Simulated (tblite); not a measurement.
Compound: C6H10FNSi.
Structure used (GFN2-xTB), in Å, numbered top down from 1:
```
atom  x, y, z in Å
C1     2.1508   -0.7069    0.9784
Si2    1.4652    0.2196   -0.5257
C3    -0.3478    0.7569   -0.1399
C4    -0.9854    1.4667   -1.3317
C5    -1.1396   -0.4440    0.2650
C6    -1.5937   -1.3048   -0.7598
N7    -1.9486   -1.9892   -1.6082
C8    -1.4154   -0.7850    1.5261
F9    -1.0168   -0.0305    2.5622
H10    1.6268   -1.6457    1.1396
H11    3.2022   -0.9399    0.8431
H12    2.0580   -0.1202    1.8884
H13    2.2164    1.4510   -0.7922
H14    1.4449   -0.6437   -1.7103
H15   -0.3320    1.4448    0.7109
H16   -0.4054    2.3473   -1.5968
H17   -1.0262    0.8110   -2.1988
H18   -2.0014    1.7841   -1.0973
H19   -1.9619   -1.6623    1.8396
```

Computed with GFN2-xTB (tblite): harmonic, unscaled wavenumbers at the GFN2-xTB geometry, gas phase. This tight-binding method is rough: wavenumbers can miss measured ones by several per cent, in bad cases by 10 to 20. Modes of hydrogen on silicon can be 10 to 20 % off. One conformer, not necessarily the lowest.

Harmonic wavenumbers (cm⁻¹): 28.0, 45.8, 98.6, 119.1, 138.9, 161.6, 168.8, 216.5, 223.7, 263.3, 346.2, 412.5, 453.7, 516.5, 550.6, 569.0, 598.3, 672.2, 681.8, 758.2, 771.1, 776.4, 823.1, 830.5, 839.7, 999.5, 1042.5, 1094.1, 1109.6, 1180.3, 1225.7, 1289.5, 1307.4, 1372.9, 1421.7, 1478.0, 1484.2, 1502.1, 1507.6, 1658.1, 2239.7, 2252.3, 2375.5, 2946.1, 3007.0, 3029.3, 3034.2, 3035.3, 3040.8, 3050.7, 3083.5.

A = 1337, B = 1166, C = 889.2 MHz; mass 143.057 u (most abundant isotopes); point group C1, symmetry number 1.

**Question.** Zero-point energy?

**Answer.** Half the sum of the wavenumbers: 30916 cm⁻¹ = 88.39 kcal/mol.

**Question.** What is S at 500 K and 1 bar for an ideal gas of classical rigid rotors and harmonic oscillators?

**Answer.** Translation 43.38, rotation 31.37, vibration 61.26: S = 136.0 cal/(mol K).

**Question.** And Cp and H(500 K) − H(0)?

**Answer.** Cp = 60.99 cal/(mol K), of which vibrations give 53.04 (their classical limit is 51 R = 101.3); H(500 K) − H(0) = 18.82 kcal/mol without the zero-point energy, 14.85 from vibrations.

**Question.** Blend soft modes into free rotors: weight 1/[1 + (100 cm⁻¹/ν̃)⁴] for the oscillator and the rest for a rotor with moment μB/(μ + B), μ = h/(8π²ν), B = 10⁻⁴⁴ kg m². What vibrational entropy results?

**Answer.** 55.90 cal/(mol K) in place of 61.26, which changes −T·S at 500 K by +2.68 kcal/mol.

**Question.** What must be added to the electronic energy to get the Gibbs energy at 500 K and 1 bar?

**Answer.** ZPE + [H(500 K) − H(0)] − T·S = 88.39 + 18.82 − 68.00 = 39.21 kcal/mol.

Hindered rotation and anharmonicity are outside this model. Other conformers, if any are populated, would add a mixing term that is left out. The structure is chiral; the term R ln 2 for an equal mix with its mirror image is left out.
